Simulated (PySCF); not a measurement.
## Two-component Hartree-Fock for Sc¹⁰⁺ (scandium, charge +10)

Start: [Ne] 3s1; 3s1/2 filled at m_j = +1/2. Calculated with PySCF 2.14 in an uncontracted even-tempered set (19 s from 0.64 bohr⁻², ratio 2.4; 13 p from 0.83 bohr⁻², ratio 2.4; 5 d from 3 bohr⁻², ratio 2.6; 4 f from 4.5 bohr⁻², ratio 2.6): generalised Hartree-Fock with the X2C-1e Hamiltonian and a Gaussian nucleus; one run each with spin-orbit coupling (SO) switched off, then screened by Boettger's factors.

| spinor shell | electrons | ε, spin-free (eV) | ε, screened SO (eV) | weight of nominal j (screened SO) | rms radius, screened SO (bohr) |
| --- | --- | --- | --- | --- | --- |
| 1s1/2 | 2 | -4783.1 | -4783.0 | 1.000 | 0.0843 |
| 2s1/2 | 2 | -751.43 | -751.42 | 1.000 | 0.366 |
| 2p1/2 | 2 | -655.61 | -658.98 | 0.989 | 0.333 |
| 3s1/2 | 1 | -249.32 | -249.32 | 1.000 | 0.974 |

(1) Where does 2p3/2 lie, and what is the 2p spin-orbit splitting (screened SO)?

```tsv
quantity	spin-free	screened SO
E (hartree)	-726.20267	-726.20723
M_J	1/2	1/2
⟨J²⟩	0.750	0.750
⟨L²⟩	0.000	0.000
⟨S²⟩	0.750	0.750
```

Each row is a mean over spinors that exchange with the open shell spreads, by up to 2.648 eV (2s1/2).

Without spin-orbit coupling the j labels of p, d and f shells carry no meaning; the spin-free column gives the mean over the occupied spinors of each nl shell.

Answers

(1) At -653.95 eV, 5.024 eV above 2p1/2.
